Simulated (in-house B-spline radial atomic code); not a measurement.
## RPA and G0W0 on LDA VWN5: the neon ion Ne⁸⁺

Configuration 1s2, mean-field start LDA VWN5. Computed with an all-electron radial atomic-structure program (B-spline basis): all electrons, non-relativistic, point nucleus, each spin shell either full or empty, empty states to l = 9 with an (l + 1/2)⁻⁴ tail; G0W0 by contour deformation at full frequency.

Relativity, left out, deepens the 1s level by about Z⁴α²/8 hartree.

Command:
```bash
python run_gw.py task.json out
```
Settings (radii: box in bohr, nucleus in fm):
```
Z                        10
electrons                2
configuration            1s2
hamiltonian              nr
method                   lda,vwn
lmax                     9
spin_polarised           False
box_radius               7.7
intervals                44
ion_configuration        1s1
```

Run time, properties included: 0.3 s on 1 thread of Intel(R) Xeon(R) 6975P-C, with other jobs on the host.

Energies (hartree):

```
                                     term      value
                         mean-field total  -93.21276
Hartree-Fock functional on these orbitals  -93.85839
                      direct second order  -0.093812
                    second-order exchange   0.046907
                         SOSEX correction   0.045688
```

**Question.** What is the RPA correlation energy, and what remains with SOSEX?

**Answer.** RPA gives -0.091373 hartree (-1.24 eV per electron); RPA + SOSEX gives -0.045685, and the second-order doubles -0.046905 hartree (no singles). SOSEX takes back 50 % of the RPA value, the self-correlation of each of the two electrons.

Quasi-particle levels (eV):

```tsv
level	occupied	mean field	Σx - vxc	Σc	QP weight	G0W0
1s	yes	-1128.70	-66.75	?	?	?
2s	no	-246.25	7.81	-0.23	1.000	-238.67
```

G0W0 = mean field + (Σx - vxc) + Σc, with Σc (partial-wave tail included) taken at the quasi-particle energy.

**Question.** Where does G0W0 put 1s?

**Answer.** At -1194.78 eV, with Σc = 0.67 eV and a quasi-particle weight of 0.997. The tabulated removal energy is 1195.808 eV (NIST, tabulated theory).

**Question.** What does it cost to remove one electron (to 1s1) by differences of total energies, each species on its own start (correlation terms add to the Hartree-Fock functional)?

**Answer.** LDA VWN5 1186.58 eV, Hartree-Fock functional 1193.49 eV, + RPA 1195.35 eV, + RPA + SOSEX 1194.73 eV, + second order 1194.76 eV. Tabulated: 1195.808 eV (NIST, tabulated theory).
